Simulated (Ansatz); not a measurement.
Cost and result for the atomization energy of C$_{4}$H$_{12}$Cl$_{2}$N$_{2}$Si, SMILES `CN(C)[Si](Cl)(Cl)N(C)C` (21 atoms, 20 bonds).

```xyz
21

C    -0.167   -2.023    0.045
N    -0.401   -0.964   -0.914
C    -0.679   -1.459   -2.243
Si   -0.795    0.585   -0.349
Cl   -2.692    0.715    0.444
Cl   -0.792    1.850   -1.976
N     0.293    1.043    0.867
C    -0.002    1.958    1.945
C     1.714    0.887    0.633
H    -1.034   -2.692    0.130
H     0.696   -2.628   -0.259
H     0.040   -1.607    1.032
H    -1.578   -2.089   -2.261
H    -0.823   -0.636   -2.940
H     0.161   -2.066   -2.601
H     0.460    1.605    2.875
H    -1.076    2.030    2.108
H     0.384    2.965    1.740
H     2.206    0.493    1.531
H     1.893    0.189   -0.186
H     2.191    1.843    0.380
```

The species carries charge 0 and has multiplicity 1. The structure was optimised at the PBE0-D4/def2-TZVP level. It is one conformer, not always the lowest. Program: Ansatz. All runs use 4 threads of an AMD EPYC 7R13 on a shared host and a share of an NVIDIA H100 80 GB. Times are those of one run each, without the atoms' runs, and a repeat can differ threefold. Electronic energies, without spin–orbit coupling; frozen cores. CCSD(T)/CBS adds CCSD(T) − MP2 in def2-TZVPP to the MP2 limit, and its time is that of the two runs behind it. T1 = 0.010.

CCSD(T)/CBS is a level of theory with its own doubt, some kJ/mol a heavy atom from the limit and from the frozen cores, so smaller differences don't rank the functionals.

```json
{"level": "revPBE-D4/def2-TZVPP", "functions": "480", "wall time": "2.8 s"}
{"level": "LDA (SPW92)/def2-TZVPP", "functions": "480", "wall time": "3.4 s"}
{"level": "r2SCANh-D4/def2-TZVPP", "functions": "480", "wall time": "3.6 s"}
{"level": "PBE0-D4/def2-TZVPP", "functions": "480", "wall time": "3.7 s"}
{"level": "B97M-V/def2-TZVPP", "functions": "480", "wall time": "4.3 s"}
{"level": "r2SCAN-D4/def2-TZVPP (with forces)", "functions": "480", "wall time": "4.5 s"}
{"level": "ωB97X-V/def2-TZVPP", "functions": "480", "wall time": "5 s"}
{"level": "MP2/def2-QZVPP", "functions": "912", "wall time": "7 s"}
{"level": "B2PLYP/def2-TZVPP", "functions": "480", "wall time": "7.5 s"}
{"level": "CCSD(T)/def2-SVP", "functions": "198", "wall time": "7.5 s"}
{"level": "PBE-QIDH/def2-TZVPP", "functions": "480", "wall time": "8 s"}
{"level": "CCSD(T)/def2-TZVPP", "functions": "480", "wall time": "37 s"}
{"level": "CCSD(T)/CBS(def2)", "functions": "–", "wall time": "44 s"}
```

Question: What atomization energy does each give, and how far from CCSD(T)/CBS? (Estimate.)

Answer: Ansatz gave: 
```
                             level  atomization (kJ/mol)  difference from CCSD(T)/CBS  per bond
              revPBE-D4/def2-TZVPP                7950.6                        -17.7      -0.9
            LDA (SPW92)/def2-TZVPP                9106.9                       1138.6      56.9
             r2SCANh-D4/def2-TZVPP                7936.1                        -32.2      -1.6
                PBE0-D4/def2-TZVPP                8013.5                         45.2       2.3
                 B97M-V/def2-TZVPP                7990.6                         22.3       1.1
r2SCAN-D4/def2-TZVPP (with forces)                7974.2                          5.9       0.3
                ωB97X-V/def2-TZVPP                8006.4                         38.1       1.9
                    MP2/def2-QZVPP                8004.9                         36.6       1.8
                 B2PLYP/def2-TZVPP                7869.2                        -99.1      -5.0
                  CCSD(T)/def2-SVP                7520.6                       -447.7     -22.4
               PBE-QIDH/def2-TZVPP                7938.9                        -29.4      -1.5
                CCSD(T)/def2-TZVPP                7753.2                       -215.1     -10.8
                 CCSD(T)/CBS(def2)                7968.3                          0.0       0.0
```

The D4 term adds +107.1 kJ/mol with B3LYP and +58.3 kJ/mol with PBE0; it sums over pairs of atoms, weighted by their polarisabilities, and B3LYP, whose exchange is more repulsive, gets the larger term. Leaving LDA and LC-ωPBE aside and taking each functional with its dispersion term where it has one, the values, not all of them listed here, spread over 349.7 kJ/mol, from BHLYP-D4 to PBE-D4. LDA lies +1046.5 kJ/mol from PBE without D4, its usual overbinding. At CCSD(T), def2-SVP lies −447.7 kJ/mol from the extrapolated value and def2-TZVPP −215.0 kJ/mol: correlation converges slowly with the basis, and small sets miss more of it in the bonded molecule than in its fragments.

B3LYP here is the variant with VWN-RPA as its local correlation; programs differ in this.
